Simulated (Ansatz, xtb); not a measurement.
**Relaxing a trial structure of CH4FGeIn**

The starting geometry of this gas-phase singlet was built from a drawn formula by distance geometry; its bonds are those of `F/[CH]=[GeH]\[InH2]`.

```xyz
8

C    -0.0611   -2.2937    0.1379
F    -0.8684   -1.4321   -0.6009
Ge    1.6066   -1.7114    0.5830
In    2.6437    0.3672   -0.0185
H    -0.5208   -3.2364    0.3848
H     2.2457   -2.6386    1.4319
H     3.0442    0.7793   -1.8255
H     3.3370    1.5874    1.1203
```

Problem. Predict what becomes of its bonds when it is optimised with r2SCAN-D4/def2-SVP.

Solution. It keeps its bonds, and is `F/[CH]=[GeH]\[InH2]`.

The energy falls by 0.73 eV over 13 steps:

```
step  E − E(last) (eV)
   1             0.731
   2             0.299
   4             0.124
   5             0.102
   6             0.053
   8             0.006
   9             0.006
  10             0.002
  12             0.000
  13             0.000
```

Final geometry (Å):

```xyz
8

C     0.0833   -2.2974   -0.0280
F    -0.4638   -1.7518   -1.1175
Ge    1.5602   -1.6245    0.8002
In    2.7080    0.4924   -0.0639
H    -0.4678   -3.1954    0.2917
H     1.8840   -2.5114    2.0098
H     2.0356    1.2296   -1.4667
H     4.0875    1.0803    0.7876
```

From the same start GFN2-xTB ends elsewhere, differing in C1–In4 (2.34 against 3.83 Å here).

The end wasn't checked by frequencies. Atoms past krypton carry core potentials, without spin–orbit terms. Run with Ansatz 0.2.0, 39 s on 2 threads of Intel(R) Xeon(R) Platinum 8488C (Sapphire Rapids), on a shared host.
